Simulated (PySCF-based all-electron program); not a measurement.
## Bond force of KH, singlet

Calculated with an in-house all-electron program built on PySCF, in large uncontracted Gaussian sets near the basis limit; Koelling–Harmon scalar relativity, no spin–orbit coupling, spin-restricted. Forces are good to about 0.008 eV/Å. In part, the full relativistic part was added along one bond alone. A positive force pushes the atoms apart.

```csv
r (Å),LDA (eV/Å),PBEsol (eV/Å),PBE (eV/Å)
2.016,–,–,0.999
2.0187,0.841,0.923,?
2.025,–,–,?
2.240,–,–,-0.020
2.243,-0.144,-0.074,-0.030
2.250,–,–,-0.051
2.4673,–,–,-0.554
```

Q: Fill in the missing PBE forces.

A: 2.0187 Å: 0.982 eV/Å; 2.025 Å: 0.947 eV/Å.

Q: Fit a Morse curve to the forces within 0.84 to 1.25 of the listed length with the smallest force. Where does the force vanish, what is the force constant, and what harmonic wavenumber follows with standard atomic masses?

A: PBE: 2.234 Å, 3.3 eV/Å², about 960 cm⁻¹. The points are far apart, so these are estimates.

Q: At 2.243 Å, order the functionals from the one that pulls the atoms together most to the one that pushes them apart most.

A: LDA (-0.144), PBEsol (-0.074), PBE (-0.030).
